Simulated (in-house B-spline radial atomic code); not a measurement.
Computed with a B-spline radial atomic code. Model: two electrons, singlet ground state, non-relativistic, full CI in B-splines with partial waves to l = 8 (at full coupling up to 3e-4 hartree above the limit, correlation up to 0.6 % small), density held at that of full coupling by Lieb maximisation.

W(λ) is the mean repulsion in the state of coupling λ less the Hartree energy of the fixed density. Its start is exact exchange, its initial slope is twice the second-order Görling-Levy correlation energy, and its area from 0 to 1 is E_xc. A straight curve means weak, dynamic correlation, and a curve that drops fast and flattens means strong correlation.

Command:
```bash
python run_ac.py task.json out
```
Settings (lengths in bohr, energies in hartree):
```
potential              dot
strength               0.0111
lmax                   8
second                 0.3
```

Run time, properties included: 84 s on 1 thread of Intel(R) Xeon(R) Processor @ 2.30GHz, on a shared host.

**W = mean repulsion less Hartree energy, and W of three functionals.**

Given: confinement charge in harmonic well; well frequency 0.0111 hartree; nuclear charge 0.3; external potential omega^2 r^2/2 - Z/r.

Computed: LDA exchange minus exact 9.2414 millihartree; PBE exchange minus exact -4.0865 millihartree.

```csv
coupling,W xc (hartree),W xc minus exchange (millihartree),kinetic minus Kohn-Sham (millihartree),LDA (PW92) W minus its exchange (millihartree),PBE W minus its exchange (millihartree),SCAN W minus its exchange (millihartree)
0,-0.089409,0,0,0,0,0
0.02,?,?,?,?,?,?
0.05,-0.095841,-6.432,0.15,-11.4,-3.77,-3.83
0.12,-0.10216,-12.751,0.67,-18.7,-8.03,-7.77
0.25,-0.10883,-19.423,1.86,-26.55,-13.71,-12.83
0.4,-0.11282,-23.411,3.12,-32.11,-18.22,-16.72
0.6,-0.11579,-26.384,4.58,-37,-22.43,-20.22
0.8,-0.11764,-28.229,5.86,-40.42,-25.49,-22.64
1,?,?,?,?,?,?
1.4,-0.12071,-31.301,9.13,-46.73,-31.3,-26.87
2,-0.12238,-32.966,11.92,-50.41,-34.77,-29.06
```

(1) What belongs in the row 0.02?

(2) What belongs in the row 1?

(3) What is the SCAN exchange minus exact?

**Energy parts, natural occupations and partial-wave weights.**

Computed: total energy 0.0202 hartree; exchange energy -0.089409 hartree; correlation energy -0.022503 hartree; kinetic part of the DFT correlation energy 0.007026 hartree; kinetic part over minus potential part 0.23794; Kohn-Sham kinetic 0.033883 hartree.

```tsv
natural	occupation of the shell (electrons)
s	1.5362
s	?
p	0.13578
p	0.00081692
s	0.00070575
d	3.1799e-05
```

(4) What belongs in the row s?

| wave | weight |
| --- | --- |
| s | 0.93167 |
| p | ? |
| d | 2.6132e-05 |
| f | 5.366e-06 |
| g | 1.2958e-06 |

(5) What belongs in the row p?

(6) What is the Hartree energy?

(7) What is the Lieb Oxford ratio E_xc over LDA exchange?

Results:

(1) W xc (hartree): -0.092204; W xc minus exchange (millihartree): -2.795; kinetic minus Kohn-Sham (millihartree): 0.03; LDA (PW92) W minus its exchange (millihartree): -6.33; PBE W minus its exchange (millihartree): -1.57; SCAN W minus its exchange (millihartree): -1.68.

(2) W xc (hartree): -0.11894; W xc minus exchange (millihartree): -29.529; kinetic minus Kohn-Sham (millihartree): 7.03; LDA (PW92) W minus its exchange (millihartree): -43; PBE W minus its exchange (millihartree): -27.84; SCAN W minus its exchange (millihartree): -24.42.

(3) -3.957 millihartree.

(4) occupation of the shell (electrons): 0.32646.

(5) weight: 0.068301.

(6) 0.17882 hartree.

(7) 1.396.

Half-way to full coupling W has made 84 % of its drop, against 50 % for a straight line, and second-order (GL2) theory, half the initial slope, overshoots the correlation energy by about 227 %: correlation is strong. Over couplings 0 to 1 the errors in E_xc come to about -0.1 millihartree for LDA, -0.2 millihartree for PBE, +1.7 millihartree for SCAN. In LDA and PBE and SCAN the errors of exchange and correlation have opposite signs, so the sum is smaller than the larger of the two.
